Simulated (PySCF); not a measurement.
Compound: C₄H₅F₄Si (doublet state).
Structure used (GFN2-xTB), in Å, numbered top down from 1:
```
atom  x, y, z in Å
C1     2.2082   -0.0766   -0.6412
C2     0.9131   -0.6494   -0.3434
C3    -0.3043   -0.3598    0.0220
C4    -1.3664   -1.4325    0.1581
F5    -2.0613   -1.2793    1.3326
Si6   -0.8796    1.3875    0.4394
F7    -0.8700    1.7845    1.9729
F8    -2.3368    1.7329   -0.0813
F9     0.0606    2.4768   -0.2384
H10    2.5224   -0.3720   -1.6428
H11    2.1919    1.0182   -0.5925
H12    2.9472   -0.4462    0.0700
H13   -2.1031   -1.3535   -0.6497
H14   -0.9225   -2.4312    0.1722
```

The hyperfine couplings belong to this conformer and change with its torsions.

Identity: `C/[C]=C(/CF)[Si](F)(F)F` [radical].

The calculation used UKS B3LYP, pcH-1 on C F H Si, non-relativistic, mean-field spin-orbit, GIAO (PySCF 2.14.0). Isolated species at its GFN2-xTB geometry (one conformer only). The geometry wasn't refined by DFT: couplings that depend on bond lengths, twists or pyramidal angles can differ widely from those at the functional's own minimum. No stability test was run, so a lower SCF solution isn't excluded.

Principal values of hyperfine tensors in MHz (contact, dipolar and spin–orbit terms together), for some of the nuclei:

| atom | isotope | A1 | A2 | A3 |
| --- | --- | --- | --- | --- |
| Si6 | 29Si | -233.13 | -207.94 | -207.45 |
| H11 | 1H | 141.39 | 145.71 | 154.23 |
| C4 | 13C | 77.24 | 77.70 | 93.30 |
| F8 | 19F | 36.65 | 38.76 | 100.66 |
| F7 | 19F | 26.09 | 27.22 | 71.51 |
| H10 | 1H | 28.15 | 29.38 | 46.83 |
| F9 | 19F | 22.81 | 26.14 | 41.86 |
| H12 | 1H | 14.64 | 16.04 | 32.73 |

Problem. Give the isotropic coupling of each nucleus in MHz and in mT (g = 2.0021), and the anisotropic part.

Solution. a_iso = (A1 + A2 + A3)/3, Ti = Ai − a_iso; 1 mT corresponds to 28.022 MHz. The tensors hold a spin–orbit part: the run splits a_iso into a_FC + a_SO, and T includes its anisotropic share.

```csv
atom,a_iso (MHz),a_FC,a_SO,a_iso (mT),T1,T2,T3
Si6,-216.18,-216.31,0.13,-7.714,-16.96,8.23,8.72
H11,147.11,147.11,0.00,5.250,-5.72,-1.40,7.12
C4,82.75,82.75,0.00,2.953,-5.50,-5.05,10.55
F8,58.69,58.56,0.13,2.094,-22.04,-19.93,41.97
F7,41.61,41.52,0.09,1.485,-15.52,-14.38,29.90
H10,34.79,34.79,0.00,1.241,-6.64,-5.41,12.05
F9,30.27,30.25,0.02,1.080,-7.46,-4.13,11.59
H12,21.14,21.14,0.00,0.754,-6.50,-5.09,11.59
```

Problem. What spin density at the nucleus of H11 lies behind its contact coupling (g_N = 5.58569)?

Solution. a_FC = (2μ0/3) gₑ μB g_N μN ρ(0)/(2S·h) = 800.24 MHz × g_N × ρ(0)/(2S), with ρ in bohr⁻³. With a_FC = 147.11 MHz and 2S = 1, ρ(0) = 0.03291 bohr⁻³. In magnitude that is 10.3 % of the 1/π = 0.318 of a free hydrogen atom.

Problem. C2 (13C, g_N = 1.40482) isn't in the table. Its spin density at the nucleus is 0.2298 bohr⁻³. What is its contact coupling?

Solution. By the same relation, a_FC = 258.4 MHz. The spin–orbit term adds -0.10 MHz. Its full tensor has the principal values 178.08, 197.04, 399.67 MHz.

Problem. Which nucleus of the table has the largest anisotropic coupling, and what is its form?

Solution. F8: -22.0, -19.9, 42.0 MHz (the dipolar term alone has -22.3, -19.9, 42.1), nearly axial, close to the ratio −1:−1:+2.

Problem. In a single crystal, with the field along each principal axis of the tensor of C4 in turn, what first-order splitting does this nucleus give (isotropic g, quadrupole terms neglected)?

Solution. 2 lines (I = 1/2), spaced by |A_i|/(g × 13.996): 2.76, 2.77, 3.33 mT along the axes of A1, A2 and A3.

On an Arm Neoverse V1 with one thread, no GPU, shared host with 32 logical CPUs at a one-minute load of 8.2, this took 1.7 min wall (grids of density and orbitals included) and 0.98 GiB of memory at its peak.
